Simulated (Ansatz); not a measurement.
Geometry optimisation, RKS BHLYP-D4/def2-SVP in Ansatz 0.2.0.

Input file:

```yaml
crystal:
  periodic: [false, false, false]
  atoms:
    - { symbol: Ge, position_ang: [-1.092475, 0.445632, -0.031522] }
    - { symbol: Ge, position_ang: [1.657068, -0.068998, 2.238039] }
    - { symbol: H, position_ang: [0.526022, -0.893438, 2.847372] }
    - { symbol: H, position_ang: [3.01131, -0.699162, 2.56242] }
    - { symbol: H, position_ang: [1.600517, 1.366154, 2.760228] }
    - { symbol: H, position_ang: [1.506731, -0.040512, 0.700121] }
    - { symbol: H, position_ang: [-0.270054, 0.977943, -1.286275] }
    - { symbol: Cl, position_ang: [-1.257218, -1.634318, -0.727782] }
basis:
  gaussian: { orbitals: def2-SVP }
hamiltonian:
  xc: { name: BHLYP }
  dispersion: d4
relax:
  f_tol: 0.03
  max_steps: 50
```

Command:

```bash
$ ansatz run input.yaml --threads 2 --pin off --max-ram 3072MiB --backend cpu --events-out ev --progress --plain --runs-dir out
```

Question: Where does it end, and by what steps?

Answer: The run converged. The force dipped under the threshold on the way, but the program's further checks kept it going. After 21 steps the energy has fallen by 0.156 eV; H6 moved furthest, 1.62 Å.

```
step  energy less start (eV)  largest force component (eV/Å)  accepted
   0                  0.0000                           0.106       yes
   1                 -0.0124                           0.208       yes
   2                 -0.0306                           0.145       yes
   3                 -0.0395                           0.283       yes
   4                 -0.0463                           0.132       yes
   5                 -0.0495                           0.060       yes
   6                 -0.0573                           0.049       yes
   7                 -0.0654                           0.317       yes
   8                 -0.0729                           0.297       yes
   9                 -0.0824                           0.165       yes
  10                 -0.0910                           0.194       yes
  11                 -0.0997                           0.164       yes
  12                 -0.1086                           0.336       yes
  13                 -0.1182                           0.243       yes
  14                 -0.1387                           0.077       yes
  15                 -0.1446                           0.063       yes
  16                 -0.1466                           0.163       yes
  17                 -0.1490                           0.235       yes
  18                 -0.1545                           0.052       yes
  19                 -0.1553                           0.030       yes
  20                 -0.1558                           0.016       yes
  21                 -0.1560                           0.006       yes
```

```xyz
8
Properties=species:S:1:pos:R:3
Ge -0.762 0.446 -0.435
Ge 1.326 0.009 2.169
H 0.519 -0.908 3.078
H 2.242 -0.752 1.226
H 2.091 1.065 2.970
H 0.275 0.812 1.328
H 0.665 0.543 -1.126
Cl -0.674 -1.763 -0.146
```

Run time: 72 s on 2 threads of Arm Neoverse V1, with other jobs on the host, peak memory 0.27 GiB.
